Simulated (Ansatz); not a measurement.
ytterbium atom (Yb), singlet (core potentials on Yb); B3LYP/def2-SVP (Ansatz, a quantum-chemistry and plane-wave program).

Ansatz was given this input:
Ansatz 0.2 input:
```yaml
crystal:
  periodic: [false, false, false]
  atoms:
    - {symbol: Yb, position_ang: [0.00000000, 0.00000000, 0.00000000]}
basis:
  gaussian:
    orbitals: def2-SVP
hamiltonian:
  xc: b3lyp
```

The log (banner, timings and long lists left out):

```
Functional definition: B3LYP
776 factors; their error is unknown
mean field evaluation 1: about -31545.1530 eV, gradient 4.5e1 eV
mean field evaluation 2: about -31541.2741 eV, gradient 1.1e2 eV
mean field evaluation 4: about -31545.8770 eV, gradient 4.8e-1 eV
mean field evaluation 8: about -31546.0203 eV, gradient 1.8e-3 eV
mean field -31546.02031426 eV, -1159.2948638884 hartree, gradient 5.9e-5 eV, S^2 0.000000; 0 other end points of the search recorded, 0 dependent functions left out
reference -31546.02045729 eV, -1159.2948691446 hartree; 21, 21 occupied and 60, 60 virtual orbitals, 776 factors
Total energy: -31546.02045729 eV, -1159.2948691446 hartree
```
